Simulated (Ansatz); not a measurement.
C3H5ClTe, SMILES `ClC1([TeH])CC1`. Charge 0, multiplicity 1. Te takes the def2 core potential. Geometry: relaxed with PBE0-D4/def2-TZVP.

```xyz
10

Cl   -1.061   -1.855   -0.585
C    -0.371   -0.402    0.135
Te   -0.535   -0.263    2.244
C    -0.520    0.863   -0.651
C     0.813    0.182   -0.564
H     0.657   -1.386    2.509
H    -0.666    1.790   -0.108
H    -1.066    0.788   -1.582
H     1.163   -0.348   -1.441
H     1.587    0.632    0.044
```

What is the dipole moment at ωB97M-V/def2-TZVPP? (An estimate is asked.)

Ansatz gave: 1.68 D, with components (0.92, 1.40, -0.15) D in this frame, pointing from negative to positive charge.

And with PBE, r2SCAN, B3LYP? (Best estimate.)

Computed: PBE 1.65 D, r2SCAN 1.76 D, B3LYP 1.71 D.

Give the Mulliken charges with ωB97M-V, B3LYP, PBE in def2-TZVPP. (Estimate.)

Ansatz gave: 
```csv
atom,ωB97M-V,B3LYP,PBE
Cl1,-0.09,-0.14,-0.13
C2,-0.12,-0.01,0.02
Te3,0.12,0.14,0.10
C4,-0.20,-0.20,-0.19
C5,-0.16,-0.17,-0.16
H6,0.00,-0.03,-0.02
H7,0.11,0.11,0.10
H8,0.11,0.10,0.09
H9,0.11,0.10,0.09
H10,0.11,0.11,0.10
```

B3LYP here is the variant with VWN-RPA as its local correlation; programs differ in this.
